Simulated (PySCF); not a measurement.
## Gas-phase XPS of `C/N=C/B1OBOBO1`, computed

Compound: C2H6B3NO3.
Numbering: `[CH3:1]/[N:2]=[CH:3]/[B:4]1[O:5][BH:6][O:7][BH:8][O:9]1`

Theory: delta-SCF UKS SCAN, pcX-2 on the ionised atom, pcseg-1 elsewhere, spin-free X2C (PySCF). These are vertical core ionisation energies against the vacuum level, from separate self-consistent calculations with and without the core hole.

**Question.** What binding energy does each computed site have?

**Answer.** 
| atom(s) | bonded to | level | binding energy (eV) | above the level's lowest (eV) | count |
| --- | --- | --- | --- | --- | --- |
| O7 | 2 B | O 1s | 539.26 | +0.08 | 1 |
| O5/O9 | 2 B | O 1s | 539.18 | 0.00 | 2 |
| N2 | C (double bond) and C | N 1s | 405.02 | 0.00 | 1 |
| C1 | N and 3 H | C 1s | 291.59 | +0.30 | 1 |
| C3 | N (double bond), H and B | C 1s | 291.29 | 0.00 | 1 |
| B4 | 2 O and C | B 1s | 197.79 | 0.00 | 1 |

Lowest listed C 1s: C3, bonded to N (double bond), H and B. Highest, 0.30 eV above it: C1, bonded to N and 3 H. Summing the Pauling electronegativity differences to the bonded atoms, each weighted by its formal bond order, gives +0.12 for the lowest site and -0.56 for the highest; the largest sum, +0.12, belongs to C3, 0.30 eV below the top. The smallest sum, -0.56, belongs to C1, 0.30 eV above the lowest.

The 2 O 1s values lie within 0.08 eV of each other; Gaussian lines of 0.5 eV full width would blend them into one maximum.

**Question.** Which photon energy gives electrons from C 1s of C3 a kinetic energy of 150 eV, and what is their de Broglie wavelength?

**Answer.** hν = 291.29 + 150 = 441.29 eV, recoil neglected; λ = 12.264 Å/√(E/eV) = 1.00 Å.

Topologically equivalent atoms share the value of their first member; where this conformer doesn't relate them by symmetry, their own values could differ. The list is incomplete; no value stands for B 1s of B6, B8. The structure is a single PBE0-D3(BJ)/def2-SVP conformer in the gas phase; no vibrational or solvent corrections.

Conformer computed: `[CH3:1]/[N:2]=[CH:3]/[B:4]1[O:5][BH:6][O:7][BH:8][O:9]1`: N2–C3–B4–O5 -179°.
